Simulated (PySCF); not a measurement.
Compound: C2H9ClOSi2.
Atom-mapped SMILES: `[CH3:1][SiH2:2][O:3][SiH2:4][CH2:5][Cl:6]` (hydrogens: H7, H8, H9 on C1; H10, H11 on Si2; H12, H13 on Si4; H14, H15 on C5)

Computed with PySCF at CAM-B3LYP/def2-SVPD, non-relativistic, on one gas-phase PBE0-D3(BJ)/def2-SVP geometry that isn't relaxed in the solvent. The solvent is an IEF-PCM continuum (van der Waals radii × 1.2). The model holds no explicit solvent molecules, cavitation or dispersion.

Gas phase at CAM-B3LYP/def2-SVPD: HOMO -9.49 eV, LUMO 0.86 eV, dipole 0.91 D.

Question: What does the continuum do to the energy, the frontier levels and the dipole at CAM-B3LYP/def2-SVPD in benzene and chloroform?

Answer: 
```csv
solvent,ε,E(solvent) − E(gas) (kcal/mol),polarisation term (kcal/mol),distortion of the solute (kcal/mol),HOMO (eV),LUMO (eV),dipole (D)
benzene,2.271,-1.29,-1.38,0.09,-9.43,0.95,1.08
chloroform,4.711,-2.07,-2.31,0.24,-9.42,0.98,1.18
```

The polarisation term is half the interaction of the solute with the surface charges that it induces; the rest is the cost of distorting the solute's density. The sum is the electrostatic part of solvation alone. From benzene to chloroform the lowering changes by a factor 1.61, Onsager's factor (ε − 1)/(2ε + 1) by 1.55 and ε itself by 2.1.

Question: How does the static polarisability (CAM-B3LYP/def2-SVPD, frozen core, with the continuum's full static response) change?

Answer: 
```
    medium  isotropic (au)  principal values (au)  ⟨r²⟩ of the electrons (bohr²)
       gas            92.2       83.8, 93.4, 99.4                         1303.8
   benzene           104.5     95.8, 105.2, 112.4                         1303.6
chloroform           113.0    104.9, 112.6, 121.5                         1303.5
```

The isotropic value in chloroform is 1.23 times the gas-phase one; no cavity-field correction is applied. ⟨r²⟩ is taken about the centre of nuclear charge.

Conformer computed: `[CH3:1][SiH2:2][O:3][SiH2:4][CH2:5][Cl:6]`: C1–Si2–O3–Si4 -52°, Si2–O3–Si4–C5 -47°, O3–Si4–C5–Cl6 59°.
